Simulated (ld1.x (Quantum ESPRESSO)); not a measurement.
The numbers below are computed, except where a source is named.
Pseudopotentials across the periodic table

Generated with ld1.x 7.5 (TM, RRKJ, ultrasoft, PAW), atompaw 4.2 or ONCVPSP 4.0.1. The cutoff is in Ry: for ld1.x and atompaw files where the sum of valence levels is converged to 10 mRy in a Bessel basis, for ONCV files where the hardest occupied wave has 1 mHa per electron of residual kinetic energy. The error is the largest all-electron minus pseudo excitation energy over each file’s own four to seven test configurations (ionisations up to +4, promotions, holes and added fractions of an electron), all of which were solved. The labels leave out finer settings (local radius, basis sizes, second energies), which also bear on the numbers. Spin-polarised tests are not counted. The rows are a selection from randomly drawn settings: files with unsolved tests, undetermined cutoffs or missed reference levels are left out.

```csv
element,potential,cutoff (Ry),largest error (meV),bound ghosts
Be,"TM semilocal, PW91, scalar-relativistic, rc 1.70/4.15/4.45 (spd), local d, core correction yes, reference 2s1 2p1",8,-84,none
Cl,"TM, Wu–Cohen, non-relativistic, rc 1.15/1.00/1.25 (spd), local s, core correction yes, reference 3s2 3p5",120,+83,none
Mn,"ultrasoft, LDA (PZ), scalar-relativistic, rc 1.35/1.95/1.90/1.65 (spdf), local smoothed, core correction yes, reference 3s2 3p6 3d5 4s2 4p0",40,+38,none
Ni,"TM semilocal, PBE, scalar-relativistic, rc 1.40/1.85/1.50 (spd), local s, core correction no, reference 3d7 4s0 4p0",120,+430,none
Ga,"TM, LDA (PZ), scalar-relativistic, rc 1.70/2.80 (sp), local s, core correction no, reference 4s1.75 4p1.25",15,+109,none
Ru,"ultrasoft, PBE, scalar-relativistic, rc 2.65/3.25/2.25 (spd), local smoothed, core correction no, reference 4d6 5s2 5p0",21,+104,none
Pt,"TM semilocal, LDA (PZ), scalar-relativistic, rc 1.95/2.60/1.45 (spd), local s, core correction no, reference 5d9 6s0.75 6p0.25",40,-120,none
```

Fill in the row for C: TM, LDA (PZ), non-relativistic, rc 1.35/1.55/1.70 (spd), local s, core correction yes, reference 2s1.5 2p2.5.

cutoff 45 Ry, largest error +258 meV, bound ghosts: none.

Fill in the row for Li: ultrasoft, LDA (PZ), scalar-relativistic, rc 2.95/4.50/4.60 (spd), local smoothed, core correction yes, reference 2s1 2p0.

cutoff 6 Ry, largest error -0.2 meV, bound ghosts: none.
